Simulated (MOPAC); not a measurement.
Job for MOPAC: AM1 on BC+, 2S+1 = 3, a spin state set in the input, which need not be the lowest, a point of a bond scan (R = 1.559 Å). Charge +1.

```
AM1 1SCF PRECISE CHARGE=1 UHF MS=1 THREADS=1
CB

B      0.00000000 1     0.00000000 1     0.00000000 1
C      0.00000000 1     0.00000000 1     1.55912600 1
```

Output:

```
*******************************************************************************
 **                                                                           **
 **                              MOPAC v23.2.5                                **
 **                                                                           **
 *******************************************************************************
 ** MOPAC's Digital Object Identifier: https://doi.org/10.5281/zenodo.6511958 **
 **                                                                           **
 ** Please cite the open-source release paper for use of this MOPAC version:  **
 ** J. E. Moussa and J. J. P. Stewart (2026)                                  **
 ** MOPAC: An open-source semiempirical molecular orbital program             **
 ** J. Open Source Softw., 11(119), 8025, https://doi.org/10.21105/joss.08025 **
 *******************************************************************************

                              AM1 CALCULATION RESULTS

 *******************************************************************************
 *  AM1        - The AM1 Hamiltonian to be used
 *  UHF        - UNRESTRICTED HARTREE-FOCK CALCULATION
 *
 *
 *
 *                 CHARGE ON SYSTEM = +1
 *
 *
 *
 *  MS=        - IN MECI, MAGNETIC COMPONENT OF SPIN =  1.0
 *  PRECISE    - TIGHTER CRITERIA TO BE USED
 *  1SCF       - DO 1 SCF AND THEN STOP
 *  THREADS=1  - MULTI-THREADING NOT USED
 *  T=         - A TIME OF 172800.0 SECONDS REQUESTED
 *  DUMP=N     - RESTART FILE WRITTEN EVERY 7200.0 SECONDS REQUESTED
 *******************************************************************************
AM1 1SCF PRECISE CHARGE=1 UHF MS=1 THREADS=1
 CB

   ATOM   CHEMICAL          X               Y               Z
  NUMBER   SYMBOL      (ANGSTROMS)     (ANGSTROMS)     (ANGSTROMS)

     1       B          0.00000000  *   0.00000000  *   0.00000000  *
     2       C          0.00000000  *   0.00000000  *   1.55912600  *



          CARTESIAN COORDINATES

    NO.       ATOM           X           Y           Z

     1         B          0.0000      0.0000      0.0000
     2         C          0.0000      0.0000      1.5591

  B: (AM1): M.J.S. DEWAR ET AL, ORGANOMETALLICS, 7, 513-521 (1988)
  C: (AM1): M.J.S. DEWAR ET AL, J. AM. CHEM. SOC. 107 3902-3909 (1985)

           Empirical Formula: C B  =     2 atoms



      MOLECULAR POINT GROUP   :   C*v


          UHF CALCULATION, NO. OF ALPHA ELECTRONS =    4
                           NO. OF BETA  ELECTRONS =    2

 -------------------------------------------------------------------------------
 AM1 1SCF PRECISE CHARGE=1 UHF MS=1 THREADS=1
 CB



     1SCF WAS SPECIFIED, SO BFGS WAS NOT USED
     SCF FIELD WAS ACHIEVED


                              AM1 CALCULATION
                                                       MOPAC v23.2.5 Linux




          FINAL HEAT OF FORMATION =        413.87290 KCAL/MOL =    1731.64423 KJ/MOL


          COSMO AREA              =         71.09 SQUARE ANGSTROMS
          COSMO VOLUME            =         53.99 CUBIC ANGSTROMS

          IONIZATION POTENTIAL    =         17.625990 EV
          ALPHA SOMO LUMO (EV)    =        -17.626 -9.482
          BETA  SOMO LUMO (EV)    =        -20.531 -7.945
          NO. OF ALPHA ELECTRONS  =          4
          NO. OF BETA  ELECTRONS  =          2
          MOLECULAR WEIGHT        =         22.8210         POINT GROUP:  C*v

          MOLECULAR DIMENSIONS (Angstroms)

            Atom       Atom       Distance
            C     2    B     1     1.55913
            C     2    B     1     0.00000
            B     1    C     2     0.00000


          SCF CALCULATIONS        =          1





   ATOM   CHEMICAL          X               Y               Z
  NUMBER   SYMBOL      (ANGSTROMS)     (ANGSTROMS)     (ANGSTROMS)

     1       B          0.00000000  *   0.00000000  *   0.00000000  *
     2       C          0.00000000  *   0.00000000  *   1.55912600  *

                             CARTESIAN COORDINATES

   1    B        0.000000000     0.000000000     0.000000000
   2    C        0.000000000     0.000000000     1.559126000


           Empirical Formula: C B  =     2 atoms



      MOLECULAR POINT GROUP   :   C*v


          ALPHA EIGENVALUES
 -33.51241 -22.14971 -17.62599 -17.62599  -9.48242  -5.17432  -5.17432  -2.86425


           BETA EIGENVALUES
 -30.41929 -20.53068  -7.94494  -7.01237  -7.01237  -4.14946  -4.14946  -2.58278


              NET ATOMIC CHARGES AND DIPOLE CONTRIBUTIONS

  ATOM NO.   TYPE          CHARGE      No. of ELECS.   s-Pop       p-Pop
    1          B           0.874221        2.1258     1.79127     0.33451
    2          C           0.125779        3.8742     1.78446     2.08976
 DIPOLE           X         Y         Z       TOTAL
 POINT-CHG.     0.000     0.000    -3.000     3.000
 HYBRID         0.000     0.000     0.419     0.419
 SUM            0.000     0.000    -2.581     2.581


          ATOMIC ORBITAL ELECTRON POPULATIONS

     Atom    s        px        py        pz
    1  B   1.79127   0.06582   0.06582   0.20287
    2  C   1.78446   0.93418   0.93418   0.22140


                    (SZ)    =    1.000000
                    (S**2)  =    2.125819


          ATOMIC ORBITAL SPIN POPULATIONS

    Atom   Total    s     px     py     pz
         Atomic
    1  B -0.0733 -0.108  0.066  0.066 -0.097
    2  C  2.0733  0.115  0.934  0.934  0.089

 **********************
 *                    *
 * JOB ENDED NORMALLY *
 *                    *
 **********************




 == MOPAC DONE ==
```

The run finished. Its determinant has ⟨S²⟩ = 2.13, a mixture of spin states.

Cost: roughly 0.020 core-seconds.
